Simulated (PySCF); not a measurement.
B3LYP has the VWN-RPA correlation part, as in Gaussian. 

Cartesian coordinates (Å):
```xyz
9

C      1.4621     0.1928    -0.9551
Si    -0.0546     0.5783    -0.2902
C     -1.0116    -0.5187     0.8754
H      1.9764    -0.7351    -0.7390
H      1.9801     0.8649    -1.6268
H     -0.7197     1.8562    -0.6146
H     -1.9859    -0.7780     0.4561
H     -0.4590    -1.4398     1.0632
H     -1.1877    -0.0204     1.8310
```
Charge 0, spin multiplicity 1.

Question: What is the computed total energy, HOMO and LUMO (B3LYP-D3(BJ)/def2-TZVP in PySCF)?

Answer: 
The total energy is -369.3464 Ha. The HOMO is -6.02 eV and the LUMO is -0.84 eV.
